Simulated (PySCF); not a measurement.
## Telling isomers of C₇H₇NOSi apart by NMR

PySCF 2.14.0 with density-fitted response routines calculation with structure optimised with GFN2-xTB and GIAO PBE0/pcSseg-1 shieldings; no relativistic terms, one conformer, equivalent nuclei averaged, no solvent.

Referencing at the same level of theory: 1H and 13C vs TMS. Where no couplings were computed, multiplicities follow the n + 1 count of equivalent neighbours, and m marks all less simple cases (inequivalent or close neighbours, rings, F or P nearby). Shifts are as computed. Against solution values, carbons near 30 ppm lie about +3 ppm off and those near 130 ppm about +5 ppm. Of 1211 compounds with measured shifts, 218 miss one by over three times the rms of a fit or turn the order of signals round; such compounds aren't used in these exercises.

(1) Tabulate the signals of `N#Cc1cccc(O[SiH3])c1`, `C#C[C@@H]1C(=O)[SiH2][C@@]1(C)C#N` and their relative energies.

(2) What is the quickest way to tell N#Cc1cccc(O[SiH3])c1 from C#C[C@@H]1C(=O)[SiH2][C@@]1(C)C#N?

## Answers

(1) 
```json
{"SMILES": "N#Cc1cccc(O[SiH3])c1", "carbon types": "3×C 4×CH", "δC": "162.6, 136.4, 132.3, 130.3, 124.1, 123.9, 118.3", "δH": "7.70 (m, 1H), 7.58 (m, 1H), 7.47 (d, 1H), 7.11 (s, 1H), 5.18 (s, 3H)", "E rel. (kcal/mol)": "0.0"}
{"SMILES": "C#C[C@@H]1C(=O)[SiH2][C@@]1(C)C#N", "carbon types": "4×C 2×CH 1×CH3", "δC": "234.1, 129.5, 87.0, 79.1, 69.5, 21.4, 14.7", "δH": "5.52 (m, 1H), 5.11 (m, 1H), 4.34 (m, 1H), 2.15 (d, 1H), 1.77 (s, 3H)", "E rel. (kcal/mol)": "83.8"}
```

Energies are electronic energies at PBE0/pcSseg-1 on these geometries, without zero-point or thermal terms, each for the one conformer computed, which needn't be the lowest.

(2) Both give the same number of carbon signals, but DEPT or the intensities differ. The first has an aromatic CH at 136.4 ppm, the second a carbonyl carbon (C) at 234.1 ppm. Their most deshielded carbons lie at 162.6 and 234.1 ppm. In the proton spectra the most deshielded non-exchanging signals are 7.70 (m, 1H) and 5.52 (m, 1H).
